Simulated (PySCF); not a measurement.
A structure optimised at B3LYP-D3(BJ)/def2-SVP, used in a PySCF frequency run:

```xyz
7

In    -0.0432     0.6702     0.0000
F     -1.9369     1.2111     0.0000
Br     0.1428    -1.8210     0.0000
C      1.5339     2.1400     0.0000
H      2.5052     1.6299     0.0000
H      1.4222     2.7614    -0.8990
H      1.4222     2.7614     0.8990
```

Q: Write its SMILES, formula and point group.

A: [CH3][In]([F])[Br], CH3BrFIn, Cs

Q: What are its rotational constants (standard atomic weights)?

A: 4.5035, 1.2050, 0.95649 GHz
